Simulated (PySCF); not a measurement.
# Finite-field polarisability of S (sulfur, neutral)

[Ne] 3s2 3p4, high-spin 3P determinant. All numbers are calculated (PySCF 2.14, no relativity, point nucleus, in aug-cc-pV(T+d)Z (6s5p4d2f, 55 functions)). Frozen: [Ne]. Energy changes in a uniform field (μhartree):

```csv
axis,F (au),HF,MP2,CCSD,CCSD(T)
x,0.0034,-102.962,-104.546,-103.984,-104.485
x,0.0068,-411.967,-418.321,-416.078,-418.087
y,0.0031,-101.551,-104.679,-104.274,-105.142
y,0.0062,-406.463,-419.017,-417.388,-420.872
```

By symmetry the remaining axis equals x.

**Question.** Derive α along x at CCSD(T) from the two fields.

**Answer.** With ΔE = −αF²/2 − γF⁴/24, α = −(16 ΔE(F) − ΔE(2F))/(6F²) = 18.07 bohr³.

**Question.** And the mean polarisability at each level?

**Answer.** The components xx, yy, zz at CCSD(T) are 18.07, 21.88, 18.07, the third axis being equal by symmetry to one of the two computed. Means: HF 18.92, MP2 19.32, CCSD 19.22, CCSD(T) 19.34 bohr³. Reference: 19.4 ± 0.1 bohr³ (recommended; Schwerdtfeger and Nagle, table of static dipole polarizabilities (2023 update)).
